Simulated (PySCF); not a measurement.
Sn³⁶⁺: ionisation energy

Sn³⁶⁺ [Ne] 3s2 3p2 [3p1/2^2, M_J = 0] → Sn³⁷⁺ [Ne] 3s2 3p1 [3p1/2^1, M_J = 1/2], as a difference of total energies. All numbers are calculated (PySCF 2.14, the two-component X2C-1e Hamiltonian, in an even-tempered Gaussian basis (19 s from 7 bohr⁻², ratio 2.4; 14 p from 9 bohr⁻², ratio 2.4; 4 d from 32 bohr⁻², ratio 2.6; 4 f from 48 bohr⁻², ratio 2.6)). Correlated levels: 1s2 frozen; the 56 highest virtual spinors dropped. "Screened" scales the spin-orbit matrix elements by Boettger's factors to mimic the two-electron term; Breit and QED terms are absent.

```
                    method  ionisation energy (eV)
           GHF (spin-free)                  2408.6
          GMP2 (spin-free)                  2409.3
 GHF (screened spin-orbit)                  2439.3
GMP2 (screened spin-orbit)                  2441.2
```

Breit and QED terms and the two-electron picture change are absent.

The spin-free rows relax to the high-spin LS determinant and lack the spin-orbit shift.

The labels give the starting determinants; with spin-orbit coupling the two ends relaxed to ⟨J²⟩ = 0.00, ⟨L²⟩ = 1.34, ⟨S²⟩ = 1.34 and ⟨J²⟩ = 0.75, ⟨L²⟩ = 2.01, ⟨S²⟩ = 0.76.

For comparison: 2443 ± 5 eV (semi-empirical (NIST evaluation); NIST Atomic Spectra Database, ionization energies).
